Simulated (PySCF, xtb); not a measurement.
Sb(Br)2(Me) (CH3Br2Sb), SMILES [CH3][Sb]([Br])[Br].

Harmonic wavenumbers (cm⁻¹) from GFN2-xTB (xtb) at its own minimum, in rising order: 70, 106, 137, 141, 218, 228, 500, 769, 776, 1284, 1443, 1454, 3022, 3046, 3049.

What does PBE0-D3(BJ)/def2-SVP (PySCF 2.14.0) give at its own minimum? (The exact figures need the calculation; the answer reports its results.)

77, 123, 146, 149, 251, 253, 523, 771, 772, 1217, 1414, 1419, 3066, 3190, 3208. Paired by order, the mean absolute difference is 40 cm⁻¹ and the zero-point energies are 23.2 and 23.7 kcal/mol.
